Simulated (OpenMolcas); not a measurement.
Ti3+ (d1) in a complex was computed by SS-CASPT2, IPEA 0.25 Eh, imaginary shift 0.1 Eh with the d shell active (OpenMolcas, ANO-RCC-VTZP on the metal). Its lowest spin-free states, and all those of the highest spin:

```json
{"2S+1": "2", "Degeneracy": "1", "E (cm-1)": "0"}
{"2S+1": "2", "Degeneracy": "2", "E (cm-1)": "3380"}
{"2S+1": "2", "Degeneracy": "2", "E (cm-1)": "13830"}
```

Question: Is the site octahedral, tetrahedral or cube-like, axial, or of lower symmetry?

Answer: The states with 2S+1 = 2 have orbital degeneracies 1, 2, 2. There are pairs but no triples, so the site is axial: not cubic, but with a proper or improper axis of order three or more. The run had Ti3+ with 3 ligands (chloride) in trigonal planar coordination (D3h) at 2.23 Å. Ligand basis ANO-RCC-VDZP.

Ligand-to-metal charge-transfer states are missing. No measured value stands beside these numbers; the geometry was imposed, not optimised, and the real ion may take another.
